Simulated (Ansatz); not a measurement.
`[CH3][Ti]12345678([F])([C@H]9[C@@H]1[C@@H]2[C@@H]3[C@H]94)[C@H]1[C@@H]5[C@@H]6[C@@H]7[C@H]18` and `C[O][Ti]12345678([F])([C@H]9[C@@H]1[C@@H]2[C@@H]3[C@H]94)[C@H]1[C@@H]5[C@@H]6[C@@H]7[C@H]18` differ in one atom or group.

Ansatz, PBE0-D4/def2-TZVP geometries, multiplicity 1. Each molecule was computed in one conformer, which needn't be the lowest.

Scalar relativity is left out up to krypton.

```tsv
property	`[CH3][Ti]12345678([F])([C@H]9[C@@H]1[C@@H]2[C@@H]3[C@H]94)[C@H]1[C@@H]5[C@@H]6[C@@H]7[C@H]18`
LUMO energy (ωB97M-V/def2-TZVPP) / eV	0.79
HOMO–LUMO gap (B3LYP/def2-TZVPP) / eV	4.73
LUMO energy (B3LYP/def2-TZVPP) / eV	-1.68
HOMO–LUMO gap (PBE/def2-TZVPP) / eV	3.07
size of the dipole moment (B3LYP/def2-TZVPP) / D	2.46
HOMO energy (ωB97M-V/def2-TZVPP) / eV	-8.66
```

Problem. Give the same properties after the change, and the shifts. (Estimate.)

Solution. The calculation gave: 
```tsv
property	`C[O][Ti]12345678([F])([C@H]9[C@@H]1[C@@H]2[C@@H]3[C@H]94)[C@H]1[C@@H]5[C@@H]6[C@@H]7[C@H]18`	shift
LUMO energy (ωB97M-V/def2-TZVPP) / eV	0.71	-0.08
HOMO–LUMO gap (B3LYP/def2-TZVPP) / eV	4.46	-0.27
LUMO energy (B3LYP/def2-TZVPP) / eV	-1.70	-0.02
HOMO–LUMO gap (PBE/def2-TZVPP) / eV	2.87	-0.20
size of the dipole moment (B3LYP/def2-TZVPP) / D	1.98	-0.48
HOMO energy (ωB97M-V/def2-TZVPP) / eV	-8.41	0.25
```

Dipoles are sizes alone; their direction can turn.

B3LYP here is the variant with VWN-RPA as its local correlation; programs differ in this.

Positive LUMOs are unbound, so they and the gaps depend on the basis.
